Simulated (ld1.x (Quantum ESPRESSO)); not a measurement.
u(r) = r·R(r): atom against pseudo-atom (germanium (Ge))

Columns: radius, all-electron u(r) and pseudo u(r) of the 3d shell (level -38.34 eV) of germanium in the configuration [Ne] 3s2 3p6 3d10 4s2 4p1; PBEsol, scalar-relativistic, TM scheme, ld1.x (Quantum ESPRESSO) 7.5.

```
r (bohr)  all-electron  pseudo
   0.042        0.0215  0.0060
   0.085        0.1172  0.0470
   0.128        0.2724  0.1467
   0.170        0.4481  0.3034
   0.212        0.6213  0.5007
   0.255        0.7792  0.7128
   0.298        0.9093  0.9011
   0.340        1.0073  1.0399
   0.382        1.0775  1.1274
   0.425        1.1234  1.1704
   0.467        1.1465  1.1798
   0.510        1.1520  1.1699
   0.552        1.1433  1.1503
   0.595        1.1232  1.1248
   0.638        1.0948  1.0949
   0.680        1.0612  1.0612
   0.722        1.0236  1.0236
   0.765        0.9824  0.9824
   0.807        0.9406  0.9406
   0.850        0.8972  0.8972
   0.892        0.8547  0.8547
   0.935        0.8117  0.8117
   0.977        0.7705  0.7705
   1.020        0.7295  0.7295
   1.062        0.6907  0.6907
   1.105        0.6525  0.6525
```

(1) How many radial nodes do the two functions have?

(2) At about which radius was the pseudo-wave matched?

(3) Is the pseudo-wave norm-conserving?

Results:

(1) The all-electron 3d function has n − l − 1 = 0; the pseudo-wave has 0.

(2) 0.70 bohr. The columns agree to 0.0005 from 0.64 bohr on; several derivatives are matched, so the curves merge somewhat inside the radius.

(3) Yes: the TM scheme keeps the norm inside the radius equal to the all-electron one, which fixes the energy derivative of the logarithmic derivative at the level.
